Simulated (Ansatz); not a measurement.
Cost and result for the atomization energy of `[Br][Ge][Br]` (3 atoms, 2 bonds).

Total charge 0; spin multiplicity 1. Correlated methods include outer-core shells of Br, Ge, which these sets cover unevenly. Scalar relativity is left out up to krypton. All single points use the PBE0-D4/def2-TZVP geometry. Program: Ansatz. All runs use 4 threads of an Arm Neoverse V1 on a shared host. Times are those of one run each, without the atoms' runs, and a repeat can differ threefold. Electronic energies, without spin–orbit coupling; frozen cores. CCSD(T)/CBS adds CCSD(T) − MP2 in def2-TZVPP to the MP2 limit, and its time is that of the two runs behind it. T1 = 0.011. With those shells the extrapolation isn't a true limit. B3LYP takes the VWN-RPA correlation (the form of Gaussian; ORCA's B3LYP/G).

CCSD(T)/CBS is a level of theory with its own doubt, some kJ/mol a heavy atom from the limit and from the frozen cores, so smaller differences don't rank the functionals.

```json
{"level": "CCSD(T)/def2-SVP", "functions": "96", "atomization (kcal/mol)": "150.1", "difference from CCSD(T)/CBS": "-23.7", "per bond": "-11.9"}
{"level": "RPA@PBE/def2-TZVPP", "functions": "144", "atomization (kcal/mol)": "145.3", "difference from CCSD(T)/CBS": "-28.5", "per bond": "-14.3"}
{"level": "B97M-V/def2-TZVPP", "functions": "144", "atomization (kcal/mol)": "172.1", "difference from CCSD(T)/CBS": "-1.7", "per bond": "-0.9"}
{"level": "PBE-D4/def2-TZVPP (with forces)", "functions": "144", "atomization (kcal/mol)": "179.7", "difference from CCSD(T)/CBS": "5.9", "per bond": "2.9"}
{"level": "CCSD(T)/CBS(def2)", "functions": "–", "atomization (kcal/mol)": "173.8", "difference from CCSD(T)/CBS": "0.0", "per bond": "0.0"}
{"level": "CAM-B3LYP-D4/def2-TZVPP", "functions": "144", "atomization (kcal/mol)": "165.2", "difference from CCSD(T)/CBS": "-8.6", "per bond": "-4.3"}
{"level": "CCSD(T)/def2-TZVPP", "functions": "144", "atomization (kcal/mol)": "163.4", "difference from CCSD(T)/CBS": "-10.4", "per bond": "-5.2"}
{"level": "BHLYP-D4/def2-TZVPP", "functions": "144", "atomization (kcal/mol)": "161.4", "difference from CCSD(T)/CBS": "-12.4", "per bond": "-6.2"}
{"level": "revPBE-D4/def2-TZVPP", "functions": "144", "atomization (kcal/mol)": "172.6", "difference from CCSD(T)/CBS": "-1.2", "per bond": "-0.6"}
{"level": "PBE-QIDH/def2-TZVPP", "functions": "144", "atomization (kcal/mol)": "169.2", "difference from CCSD(T)/CBS": "-4.6", "per bond": "-2.3"}
{"level": "B3LYP-D4/def2-TZVPP (with forces)", "functions": "144", "atomization (kcal/mol)": "169.5", "difference from CCSD(T)/CBS": "-4.3", "per bond": "-2.2"}
{"level": "ωB97X-V/def2-TZVPP", "functions": "144", "atomization (kcal/mol)": "169.8", "difference from CCSD(T)/CBS": "-4.0", "per bond": "-2.0"}
{"level": "MP2/def2-QZVPP", "functions": "267", "atomization (kcal/mol)": "176.9", "difference from CCSD(T)/CBS": "3.1", "per bond": "1.5"}
```

(1) Order the runs by time, with rough figures. (An estimate is asked.)

Answers

(1) The calculation gave: revPBE-D4/def2-TZVPP 1.1 s; PBE-D4/def2-TZVPP (with forces) 1.4 s; BHLYP-D4/def2-TZVPP 2.3 s; RPA@PBE/def2-TZVPP 2.5 s; CCSD(T)/def2-SVP 2.6 s; B3LYP-D4/def2-TZVPP (with forces) 2.7 s; CAM-B3LYP-D4/def2-TZVPP 2.7 s; PBE-QIDH/def2-TZVPP 3.4 s; B97M-V/def2-TZVPP 5.5 s; ωB97X-V/def2-TZVPP 6.5 s; CCSD(T)/def2-TZVPP 7 s; MP2/def2-QZVPP 10 s; CCSD(T)/CBS(def2) 17 s.

Leaving LDA and LC-ωPBE aside and taking each functional with its dispersion term where it has one, the values spread over 18.3 kcal/mol, from BHLYP-D4 to PBE-D4. LDA lies +28.7 kcal/mol from PBE without D4, its usual overbinding. From r2SCAN to r2SCAN0 (25 % exact exchange), in def2-TZVPP and without D4, the atomization energy moves by −7.0 kcal/mol: exact exchange takes away binding that semilocal exchange gives to molecules. At CCSD(T), def2-SVP lies −23.8 kcal/mol from the extrapolated value and def2-TZVPP −10.5 kcal/mol: correlation converges slowly with the basis, and small sets miss more of it in the bonded molecule than in its fragments.
